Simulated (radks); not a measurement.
Task: These are the eigenvalues of the occupied orbitals of an atom or ion with whole-number occupations (eV). All-electron calculation, Dirac Kohn-Sham, PBE, spin-unpolarised, spherical densities, finite nucleus; Fermi nuclear charge, rms radius of each element as measured or else 0.836 A^(1/3) + 0.57 fm. Program: a radial shooting solver on a logarithmic mesh with Libxc functionals.

| orbital | eigenvalue |
|---|---|
| 1s1/2 | -41812.01 |
| 2s1/2 | -6756.547 |
| 2p1/2 | -6387.727 |
| 2p3/2 | -5905.607 |
| 3s1/2 | -1490.249 |
| 3p1/2 | -1333.369 |
| 3p3/2 | -1237.891 |
| 3d3/2 | -964.0345 |
| 3d5/2 | -943.4735 |
| 4s1/2 | -327.5385 |
| 4p1/2 | -268.6310 |
| 4p3/2 | -247.7708 |
| 4d3/2 | -150.7978 |
| 4d5/2 | -147.0822 |
| 5s1/2 | -69.2707 |
| 5p1/2 | -52.3969 |
| 5p3/2 | -49.0406 |
| 4f5/2 | -36.7168 |
| 4f7/2 | -36.2715 |
| 5d3/2 | -25.9344 |
| 5d5/2 | -25.5528 |

Which element is it, and in what charge state? The configuration may be excited. Open shells, if any, are shared by 2j + 1.

Result: Z = 59, praseodymium, charge +3: Pr3+ in [Xe] 4f1 5d1. The list shows which subshells hold electrons but not how many an open one holds; the 1s level, -1536.6 hartree, gives Z - s = 55.4 by -(Z - s)^2/2, which with screening and relativity narrows Z to a few neighbours, and the depths of the outer levels then fix element, charge and occupations together.
